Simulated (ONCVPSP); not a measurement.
Building the ONCV potential for thulium (Tm) (PBE, scalar-relativistic).

Tm (Z = 69), optimised norm-conserving Vanderbilt (ONCV), made with ONCVPSP 4.0.1 (PBE, scalar-relativistic). Core [Kr] 4d10 4f12, reference 5s2 5p6 5d1 6s1.75 (charge +0.25). Waves: 5s+6s: rc 1.80 bohr, ncon 3, nbas 6, qcut 8.6 1/bohr, 2 projectors; 5p: rc 2.40 bohr, ncon 4, nbas 8, qcut 4.6 1/bohr, 2 projectors, debl 2.4 Ha; 5d: rc 2.45 bohr, ncon 3, nbas 6, qcut 4.5 1/bohr, 2 projectors, debl 3.3 Ha. Local part: polynomial inside 1.45 bohr (lpopt 4, dvloc0 0 Ha). Core correction: Teter function, parameters optimised by the program.

All-electron outer shells of the reference configuration (PBE, scalar-relativistic, ld1.x):

```
shell  level (eV)  outermost node (bohr)  outermost maximum (bohr)
   5s      -59.18                   0.59                      1.08
   5p      -31.91                   0.63                      1.24
   4f      -11.08                      –                      0.49
   6s       -5.78                   1.46                      3.13
   5d       -3.38                   0.71                      1.85
```

Results:

```
Cutoffs needed             : 20 Ha and 24 Ha (the cutoffs (Ha) at which the residual kinetic energy of the hardest occupied pseudo-wave falls to 1 and 0.1 mHa per electron)
Ghost test                 : no bound ghost flagged; GHOST(+) flagged for s at 359.4 eV
Largest excitation error   : -63 meV (all-electron minus pseudo) for 5s2 5p6 5d0 6s0, out of 4 test configurations
rms error of d²Exc/dni dnj : 5.98 mHa without and 0.45 mHa with the model core
```

Generation and tests took about 9.2 s on one core of a shared server CPU.
